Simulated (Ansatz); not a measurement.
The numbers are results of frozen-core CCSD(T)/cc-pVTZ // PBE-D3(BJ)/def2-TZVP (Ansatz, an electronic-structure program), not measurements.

Ansatz 0.2 input:
```yaml
crystal:
  periodic: [false, false, false]
  atoms:
    - { symbol: N, position_ang: [1.91734, -0.095788, -0.091473] }
    - { symbol: C, position_ang: [0.755277, -0.040992, 0.019293] }
    - { symbol: N, position_ang: [-0.572198, 0.01726, 0.219494] }
    - { symbol: H, position_ang: [-1.00557, 0.90569, -0.023804] }
    - { symbol: H, position_ang: [-1.094848, -0.786169, -0.123512] }
basis:
  gaussian: { orbitals: cc-pVTZ }
correlation:
  method: ccsd_t
```

Output:

```
Functional definition: HF
688 factors; integrals over basis functions are off by at most 1.2e-3 eV
mean field evaluation 1: about -4023.2900 eV, gradient 3.5e1 eV
mean field evaluation 2: about -4023.2941 eV, gradient 3.5e1 eV
mean field evaluation 4: about -4026.2444 eV, gradient 4.6e0 eV
mean field evaluation 8: about -4026.3239 eV, gradient 5.0e-1 eV
mean field evaluation 16: about -4026.2396 eV, gradient 4.6e0 eV
mean field -4026.32564416 eV, -147.9647382813 hartree, gradient 3.5e-6 eV, S^2 0.000000; 0 other end points of the search recorded, 0 dependent functions left out
3 core orbitals not correlated
reference -4026.32564416 eV, -147.9647382813 hartree; 8, 8 occupied and 107, 107 virtual orbitals, 688 factors
second order -15.04151146 eV of doubles, -0.00000000 eV of singles
cycle   1  -14.67401232 eV  change    3.7e-1 eV  update   9.5e-2
cycle   2  -15.11133233 eV  change   -4.4e-1 eV  update   2.9e-2
cycle   3  -15.20748249 eV  change   -9.6e-2 eV  update   1.3e-2
cycle   4  -15.20178572 eV  change    5.7e-3 eV  update   3.3e-3
cycle   5  -15.20385988 eV  change   -2.1e-3 eV  update   1.4e-3
cycle   6  -15.20435664 eV  change   -5.0e-4 eV  update   3.4e-4
cycle   7  -15.20426272 eV  change    9.4e-5 eV  update   1.2e-4
cycle   8  -15.20427165 eV  change   -8.9e-6 eV  update   4.4e-5
cycle   9  -15.20426873 eV  change    2.9e-6 eV  update   1.9e-5
perturbative correction -0.73429010 eV, -0.0269846635 hartree
Total energy: -4042.26420299 eV, -148.5504695149 hartree
```

Cost: about 6 core-seconds (a rough figure).
